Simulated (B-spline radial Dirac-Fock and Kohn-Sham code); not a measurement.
**Elastic and transport cross sections of strontium for electrons**

Model: relativistic (Dirac) partial waves in the static field of the Dirac-Fock atom with Furness-McCarthy exchange, without polarisation or absorption potentials. Program: a radial B-spline solver. σ_tr1 and σ_tr2 weight the cross section with 1 − P₁ and 1 − P₂ of cos θ; "backward" is the share scattered beyond 90°.

```tsv
energy (eV)	σ (a₀²)	σ_tr1 (a₀²)	σ_tr2 (a₀²)	σ/σ_tr1	backward (%)
49100	0.713	0.00428	0.0103	167	0.062
50000	0.703	0.00415	0.0100	169	0.061
86600	0.468	0.00165	0.00412	283	0.030
88500	0.461	0.00159	0.00398	289	0.029
91500	0.450	0.00151	0.00377	298	0.028
100000	0.423	0.00130	0.00327	325	0.025
111000	0.393	0.00109	0.00276	360	0.021
120000	0.373	0.000961	0.00244	388	0.019
149000	?	?	?	?	?
200000	0.271	0.000418	0.00109	650	0.0094
300000	0.220	0.000220	0.000581	1000	0.0052
```

Question: Fill in the row for 149 keV.

Answer: σ = 0.324 a₀², σ_tr1 = 0.000673 a₀², σ_tr2 = 0.00173 a₀², σ/σ_tr1 = 481, backward 0.014 %. The ratio σ/σ_tr1 is roughly the number of elastic collisions that randomise the direction.

Values without a named source are computed, but for edge energies of neutral atoms, which are taken from tables.
